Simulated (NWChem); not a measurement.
Everything below was run with NWChem. System: C4H5NSi, charge 0, spin multiplicity 1, at a geometry optimised with PBE/def2-SVP. The structure started from a generated list of species. Level: MP2/def2-SVP, 10 core orbitals frozen.

Input file:

```
start mol
memory heap 200 mb stack 800 mb global 1000 mb
geometry units angstroms nocenter noautoz
  C     -3.014590    -0.218755     0.000000
  C     -1.788399    -0.272551     0.000000
  C     -0.369013    -0.220874     0.000000
  N      0.431849    -1.261499     0.000000
  C      1.797009    -0.664260     0.000000
  Si     1.017194     1.094841     0.000000
  H     -4.095773    -0.194189     0.000000
  H      2.374545    -0.986027     0.893052
  H      2.374545    -0.986027    -0.893052
  H      1.166493     1.963806    -1.222899
  H      1.166493     1.963806     1.222899
  symmetry group Cs
end
basis spherical
  * library def2-svp
end
scf
  rhf
  nopen 0
  maxiter 100
  thresh 1e-7
  semidirect memsize 60000000 filesize 0
end
mp2
  freeze core 10
end
task mp2 energy
```

Output (cleaned and shortened):

```
             Northwest Computational Chemistry Package (NWChem) 7.3.0
             --------------------------------------------------------

                                NWChem Input Module
                                -------------------

 Scaling coordinates for geometry "geometry" by  1.889725989
 (inverse scale =  0.529177249)

 Turning off AUTOSYM since
 SYMMETRY directive was detected!

                             Geometry "geometry" -> ""
                             -------------------------

 Output coordinates in angstroms (scale by  1.889725989 to convert to a.u.)

  No.       Tag          Charge          X              Y              Z
 ---- ---------------- ---------- -------------- -------------- --------------
    1 C                    6.0000    -3.01459000    -0.21875500     0.00000000
    2 C                    6.0000    -1.78839900    -0.27255100     0.00000000
    3 C                    6.0000    -0.36901300    -0.22087400     0.00000000
    4 N                    7.0000     0.43184900    -1.26149900     0.00000000
    5 C                    6.0000     1.79700900    -0.66426000     0.00000000
    6 Si                  14.0000     1.01719400     1.09484100     0.00000000
    7 H                    1.0000    -4.09577300    -0.19418900     0.00000000
    8 H                    1.0000     2.37454500    -0.98602700     0.89305200
    9 H                    1.0000     2.37454500    -0.98602700    -0.89305200
   10 H                    1.0000     1.16649300     1.96380600    -1.22289900
   11 H                    1.0000     1.16649300     1.96380600     1.22289900

 Effective nuclear repulsion energy (a.u.)     241.6160579363

            Nuclear Dipole moment (a.u.)
            ----------------------------
        X                 Y               Z
 ---------------- ---------------- ----------------
     0.0000075589     0.0000188973     0.0000000000

      Symmetry information
      --------------------

 Group name             Cs
 Group number              2
 Group order               2
 No. of unique centers     9

      Symmetry unique atoms
[...]
     1   1 0 0      0.260049      0.000000      0.000008
     1   0 1 0      0.886993      0.000000      0.000019
     1   0 0 1     -0.000000      0.000000      0.000000

     2   2 0 0    -24.439757      0.000000    501.641462
     2   1 1 0     -0.129896      0.000000     45.282166
     2   1 0 1     -0.000000      0.000000      0.000000
     2   0 2 0    -35.907383      0.000000    147.447089
     2   0 1 1     -0.000000      0.000000      0.000000
     2   0 0 2    -33.300364      0.000000     16.377071

                   NWChem MP2 Semi-direct Energy/Gradient Module
                   ---------------------------------------------

  Basis functions       =    113
  Molecular orbitals    =    113
  Frozen core           =     10
  Frozen virtuals       =      0
  Active alpha occupied =     15
  Active beta occupied  =     15
  Active alpha virtual  =     88
  Active beta virtual   =     88
  Use MO symmetry       = T
  Use skeleton AO sym   = T

  AO/Fock/Back tols     =   1.0D-09  1.0D-09  1.0D-09

 GA uses MA = F    GA memory limited = T

 Available:
  local mem=  1.15D+08
 global mem=  1.31D+08
 local disk=  0.00D+00
  mp2_memr nvloc                    88
  nvloc new                    88
   1 passes of  15:        3145728                      59708                  26752434.
   1 passes of  15: M    114683642           G      131046462           F     111537914.

 Semi-direct pass number   1 of   1  for RHF alpha+beta  at        3.9s
  vrange nnbf                  5956
  mp2_eaftype                   102  avail_ma_in_mb                   999
 EAF : mp2_eaftype filesize         102   13376217.
  mp2_eaf for mointskh                    102
Node 0 wrote     62.9 Mb in      0.0 s     Agg I/O rate:  2336.4 Mb/s
 Done moints_semi at        8.8s
  mp2_eaftype                   102  avail_ma_in_mb                   897
 EAF : mp2_eaftype filesize         102   13376217.
  mp2_eaf for kh                   102
 Done maket at        9.2s
 Done multipass loop at        9.2s

          -------------------------------------------
          SCF energy                -497.382629110639
          Correlation energy          -0.772110748512
          Singlet pairs               -0.486035983986
          Triplet pairs               -0.286074764526
          Total MP2 energy          -498.154739859151
          -------------------------------------------

          ---------------------------------------------------
                    Spin Component Scaled (SCS) MP2
          Same spin pairs                     -0.190716509684
          Same spin scaling factor             0.333333333333
          Opposite spin pairs                 -0.581394238828
          Opposite spin scaling fact.          1.200000000000
          SCS-MP2 correlation energy          -0.761245256488
          Total SCS-MP2 energy              -498.143874367127
          ---------------------------------------------------

 -----------------------
 Performance information
 -----------------------

 Timer overhead =  1.94D-07 seconds/call

               Nr. of calls         CPU time (s)                 Wall time (s)                GFlops
             ---------------    -------------------     ------------------------------   -------------------
Name         Min   Avg   Max    Min     Avg     Max     Min     Avg     Max   Mx/calls   Min     Max     Sum
mp2: moin     1     1     1    4.9     4.9     4.9      4.9     4.9     4.9     4.9      0.0     0.0     0.0
mp2: make     1     1     1   0.46    0.46    0.46     0.46    0.46    0.46    0.46      0.0     0.0     0.0
mp2: tota     1     1     1    5.4     5.4     5.4      5.4     5.4     5.4     5.4      0.0     0.0     0.0

 The average no. of pstat calls per process was 3.00D+00
 with a timing overhead of 5.82D-07s

 Task  times  cpu:        9.2s     wall:        9.2s

 Total times  cpu:        9.2s     wall:        9.2s
```
